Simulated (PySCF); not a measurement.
**K (potassium, neutral) across methods**

[Ar] 4p1, 2P determinant (an excited configuration). All numbers are calculated (PySCF 2.14, no relativity, point nucleus, in def2-TZVPPD (6s5p3d, 36 functions)).

| method | E (hartree) | mean ε 3p α (eV) | mean ε 3p β (eV) | mean ε 4p α (eV) | Σ⟨r²⟩ (bohr²) | ⟨S²⟩ |
| --- | --- | --- | --- | --- | --- | --- |
| LDA | -598.123 | -20.207 | -20.177 | -1.603 | 68.19 | 0.750 |
| PBE0 | -599.688 | -22.220 | -22.185 | -1.958 | 69.42 | 0.750 |
| BLYP | -599.855 | -19.941 | -19.921 | -1.496 | 67.88 | 0.750 |
| r2SCAN | -599.820 | -20.791 | -20.773 | -1.608 | 69.34 | 0.750 |
| PBE | -599.641 | -20.117 | -20.085 | -1.649 | 67.90 | 0.750 |
| revPBE | -599.761 | -20.094 | -20.067 | -1.661 | 68.15 | 0.750 |
| r2SCANh | -599.820 | -21.533 | -21.511 | -1.721 | 69.62 | 0.750 |
| UHF | -599.10159 | -27.455 | -27.408 | -2.601 | 76.71 | 0.750 |
| PBEsol | -598.846 | -20.088 | -20.059 | -1.601 | 68.56 | 0.750 |
